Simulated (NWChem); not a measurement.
System: GeSiH$_{3}$Br, singlet; SMILES [Ge]([Br])[SiH3]

The following NWChem deck was run.

```
start job
memory heap 200 mb stack 900 mb global 1100 mb
geometry units angstroms noautosym nocenter noautoz
  Ge     0.875400    -0.495430    -0.404907
  Br    -0.315879     1.323694     0.498143
  Si    -1.045035    -2.037004    -0.067561
  H     -0.750535    -3.433382    -0.526986
  H     -2.228636    -1.528532    -0.832133
  H     -1.393469    -2.082981     1.388632
end
basis spherical
  * library cc-pvtz
end
dft
  xc hfexch
  iterations 150
end
property
  efieldgrad
end
task dft property
```

Output (shortened):

```
             Northwest Computational Chemistry Package (NWChem) 7.3.0
             --------------------------------------------------------

                             Geometry "geometry" -> ""
                             -------------------------

 Output coordinates in angstroms (scale by  1.889725989 to convert to a.u.)

  No.       Tag          Charge          X              Y              Z
 ---- ---------------- ---------- -------------- -------------- --------------
    1 Ge                  32.0000     0.87540000    -0.49543000    -0.40490700
    2 Br                  35.0000    -0.31587900     1.32369400     0.49814300
    3 Si                  14.0000    -1.04503500    -2.03700400    -0.06756100
    4 H                    1.0000    -0.75053500    -3.43338200    -0.52698600
    5 H                    1.0000    -2.22863600    -1.52853200    -0.83213300
    6 H                    1.0000    -1.39346900    -2.08298100     1.38863200

 Effective nuclear repulsion energy (a.u.)     466.1357371370

  xc_inp: hfexch multiplicative factor not found.
                              NWChem Property Module
                              ----------------------

  itol2e modified to match energy
  convergence criterion.

                                 NWChem DFT Module
                                 -----------------

 Summary of "ao basis" -> "ao basis" (spherical)
 ------------------------------------------------------------------------------
       Tag                 Description            Shells   Functions and Types
 ---------------- ------------------------------  ------  ---------------------
 Ge                         cc-pvtz                 15       43   6s5p3d1f
 Br                         cc-pvtz                 15       43   6s5p3d1f
 Si                         cc-pvtz                 12       34   5s4p2d1f
 H                          cc-pvtz                  6       14   3s2p1d

  itol2e modified to match energy
  convergence criterion.

            General Information
            -------------------
          SCF calculation type: DFT
          Wavefunction type:  closed shell.
          No. of atoms     :     6
          No. of electrons :    84
           Alpha electrons :    42
            Beta electrons :    42
          Charge           :     0
          Spin multiplicity:     1
          Use of symmetry is: off; symmetry adaption is: off
          Maximum number of iterations: 150
          AO basis - number of functions:   162
                     number of shells:    60
          Convergence on energy requested:  1.00D-07
          Convergence on density requested:  1.00D-05
          Convergence on gradient requested:  5.00D-04

              XC Information
              --------------
                     Hartree-Fock (Exact) Exchange  1.000

      Superposition of Atomic Density Guess
      -------------------------------------

 Sum of atomic energies:       -4938.13262021

      Non-variational initial energy
      ------------------------------

 Total energy =   -4938.581090
 1-e energy   =   -7810.375135
 2-e energy   =    2405.658308
 HOMO         =      -0.202904
 LUMO         =      -0.079995

   convergence    iter        energy       DeltaE   RMS-Dens  Diis-err
 ---------------- ----- ----------------- --------- --------- ---------
 d= 0,ls=0.0,diis     1  -4938.5373875673 -5.40D+03  3.12D-03  1.64D-01
 d= 0,ls=0.0,diis     2  -4938.5749446886 -3.76D-02  7.81D-04  5.12D-02
 d= 0,ls=0.0,diis     3  -4938.5824964791 -7.55D-03  4.70D-04  3.55D-03
 d= 0,ls=0.0,diis     4  -4938.5837448058 -1.25D-03  1.74D-04  2.70D-04
 d= 0,ls=0.0,diis     5  -4938.5838675011 -1.23D-04  6.52D-05  1.89D-05
  Resetting Diis
 d= 0,ls=0.0,diis     6  -4938.5838800771 -1.26D-05  2.05D-05  2.06D-06
 d= 0,ls=0.0,diis     7  -4938.5838813424 -1.27D-06  4.04D-06  2.09D-07
 d= 0,ls=0.0,diis     8  -4938.5838814529 -1.11D-07  2.49D-06  5.58D-08
 d= 0,ls=0.0,diis     9  -4938.5838814900 -3.71D-08  2.08D-06  1.37D-08

[...]

          -----------------------
          Electric field gradient
          -----------------------

 1 a.u. = 0.324123 10**(16) esu/cm**3  ( or statvolts/cm**2 ) = 0.97174 10**(22) v/m**2

 ------------------------------------------------------------
   Atom      X         Y         Z
 ------------------------------------------------------------
    1 Ge   1.65427  -0.93623  -0.76516
 ------------------------------------------------------------

 Electric field gradient in molecular frame (a.u.)
         XX             YY             ZZ             XY             XZ             YZ
 ------------------------------------------------------------------------------------------
        2.718233       0.342893      -3.061126       1.693595      -2.088549       0.437357

 Principal components (a.u.) and orientation
 of principal axis w.r.t. absolute frame                      Asymmetry parameter eta
 --------------------------------------------------------------------------------------
        4.007983      -3.956443      -0.051540                       0.974281

        0.891868       0.342956      -0.294876
        0.383510      -0.227802       0.895001
       -0.239773       0.911311       0.334696

 ------------------------------------------------------------
   Atom      X         Y         Z
 ------------------------------------------------------------
    2 Br  -0.59692   2.50142   0.94135
 ------------------------------------------------------------

 Electric field gradient in molecular frame (a.u.)
         XX             YY             ZZ             XY             XZ             YZ
 ------------------------------------------------------------------------------------------
        1.005759      -1.035246       0.029487       2.420100       0.418884      -1.297486

 Principal components (a.u.) and orientation
 of principal axis w.r.t. absolute frame                      Asymmetry parameter eta
 --------------------------------------------------------------------------------------
       -3.181770       2.670306       0.511464                       0.678503

       -0.490956       0.800823       0.342993
        0.783621       0.577971      -0.227788
        0.380658      -0.156943       0.911300

 ------------------------------------------------------------
   Atom      X         Y         Z
 ------------------------------------------------------------
    3 Si  -1.97483  -3.84938  -0.12767
 ------------------------------------------------------------

 Electric field gradient in molecular frame (a.u.)
         XX             YY             ZZ             XY             XZ             YZ
 ------------------------------------------------------------------------------------------
       -0.019026      -0.009367       0.028392      -0.007223       0.019655      -0.009087

 Principal components (a.u.) and orientation
 of principal axis w.r.t. absolute frame                      Asymmetry parameter eta
 --------------------------------------------------------------------------------------
        0.038044      -0.026992      -0.011052                       0.418993

        0.342697       0.928421      -0.143506
       -0.226943       0.230046       0.946349
        0.911623      -0.291743       0.289534

 ------------------------------------------------------------
   Atom      X         Y         Z
 ------------------------------------------------------------
    4 H   -1.41831  -6.48815  -0.99586
 ------------------------------------------------------------

 Electric field gradient in molecular frame (a.u.)
         XX             YY             ZZ             XY             XZ             YZ
 ------------------------------------------------------------------------------------------
        0.060586      -0.108434       0.047848       0.040138       0.012544      -0.058972

 Principal components (a.u.) and orientation
 of principal axis w.r.t. absolute frame                      Asymmetry parameter eta
 --------------------------------------------------------------------------------------
       -0.137131       0.069840       0.067291                       0.018589

       -0.208001       0.916159       0.342619
        0.927746       0.295759      -0.227629
        0.309877      -0.270516       0.911481

 ------------------------------------------------------------
   Atom      X         Y         Z
 ------------------------------------------------------------
    5 H   -4.21151  -2.88851  -1.57250
 ------------------------------------------------------------

 Electric field gradient in molecular frame (a.u.)
         XX             YY             ZZ             XY             XZ             YZ
 ------------------------------------------------------------------------------------------
       -0.057040       0.044376       0.012664       0.056434      -0.083553       0.036148

 Principal components (a.u.) and orientation
 of principal axis w.r.t. absolute frame                      Asymmetry parameter eta
 --------------------------------------------------------------------------------------
       -0.137418       0.069905       0.067513                       0.017408

        0.781935       0.558367      -0.277136
       -0.345854       0.758483       0.552348
        0.518616      -0.336052       0.786198

 ------------------------------------------------------------
   Atom      X         Y         Z
 ------------------------------------------------------------
    6 H   -2.63327  -3.93626   2.62413
 ------------------------------------------------------------

 Electric field gradient in molecular frame (a.u.)
         XX             YY             ZZ             XY             XZ             YZ
 ------------------------------------------------------------------------------------------
        0.058941       0.068304      -0.127246      -0.000088       0.044341       0.005694

[...]
```

Level: Hartree-Fock/cc-pVTZ. Low-valent species are run as closed-shell singlets; no triplet was tried in these runs. Coordinates come from a PBE0/def2-SVP optimisation. NWChem prints the field gradient with the sign opposite to the second derivative of the potential.
